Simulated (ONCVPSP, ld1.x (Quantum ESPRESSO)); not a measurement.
Potentials for Bi compared

Generated with ld1.x 7.5 (TM, RRKJ, ultrasoft, PAW), atompaw 4.2 or ONCVPSP 4.0.1. The cutoff is in Ry: for ld1.x and atompaw files where the sum of valence levels is converged to 10 mRy in a Bessel basis, for ONCV files where the hardest occupied wave has 1 mHa per electron of residual kinetic energy. The error is the largest all-electron minus pseudo excitation energy over each file’s own four to seven test configurations (ionisations up to +4, promotions, holes and added fractions of an electron), all of which were solved. The labels leave out finer settings (local radius, basis sizes, second energies), which also bear on the numbers. Spin-polarised tests are not counted. The rows are a selection from randomly drawn settings: files with unsolved tests, undetermined cutoffs or missed reference levels are left out.

```tsv
potential	cutoff (Ry)	largest error (meV)	bound ghosts
ONCV, revPBE, scalar-relativistic, rc 1.35/1.35/1.50 (spd), local smoothed, core correction yes, reference 5s2 5p6 5d10 6s1.5 6p3.5, qcut 9.2/11.5/8.9, projectors 2/3/2	102	-10	none
ONCV, PBE, fully relativistic, rc 1.60/1.45/1.90 (spd), local smoothed, core correction yes, reference 5s2 5p6 5d10 6s1.75 6p3.25, qcut 6.2/7.4/6.4, projectors 2/2/2	43	-17	none
ONCV, PBE, scalar-relativistic, rc 1.55/1.45/1.35 (spd), local d, core correction yes, reference 5s2 5p6 5d10 6s1 6p4, qcut 9.1/10.2/6.2, projectors 2/2/0	132	-9.5	none
TM, PBE, scalar-relativistic, rc 1.80/2.45/1.65 (spd), local p, core correction yes, reference 5d10 6s2 6p3	60	-229	none
```

Problem. Fill in the row for Bi: ONCV, LDA (Perdew-Zunger), fully relativistic, rc 1.25/1.25/1.85/1.50 (spdf), local smoothed, core correction yes, reference 5s2 5p6 5d10 6s2 6p3, qcut 7.5/10.5/6.6/8.3, projectors 2/2/2/2.

Solution. cutoff 85 Ry, largest error +1.7 meV, bound ghosts: none.
